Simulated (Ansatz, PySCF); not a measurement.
Dimer: H2S (SMILES S) (first 3 atoms) with CH3I (SMILES CI); geometry from B3LYP-D3(BJ)/def2-TZVP, rigid monomers moved along the line of their centres of mass till H3···I5 is 3.49 Å.
(charge 0, multiplicity 1):
```xyz
8

S     -0.14422    -0.46619    -0.68131
H     -0.54897    -1.74027    -0.80641
H     -0.89930    -0.27559     0.41602
C      1.07528    -1.23340     3.39170
I     -0.99483    -0.84501     3.86228
H      1.29771    -2.23877     3.72987
H      1.17630    -1.13632     2.31611
H      1.66689    -0.49525     3.92061
```

Monomers are frozen at their geometry in the pair; levels with a basis set take the counterpoise correction. Rows marked so take none.

Rows in 3-21G carry no dispersion term and start afresh at each structure; the Pople sets are all-electron and without relativity.

Programs: Ansatz (Gaussian orbitals); PySCF for 3-21G rows, the dispersion terms. Each number belongs to the level named beside it. In def2 rows elements past Kr take small-core potentials, without spin–orbit coupling.

### Question
One of these levels gives -0.83 kcal/mol for the interaction energy. Which one is it?
(A) HF/3-21G (no counterpoise)
(B) B3LYP/def2-TZVPPD
(C) PBE-D4/def2-TZVPPD

### Answer
B, B3LYP/def2-TZVPPD. The others give -1.26 (HF/3-21G (no counterpoise)), -2.49 (PBE-D4/def2-TZVPPD)

Ansatz is a program for electronic structure.
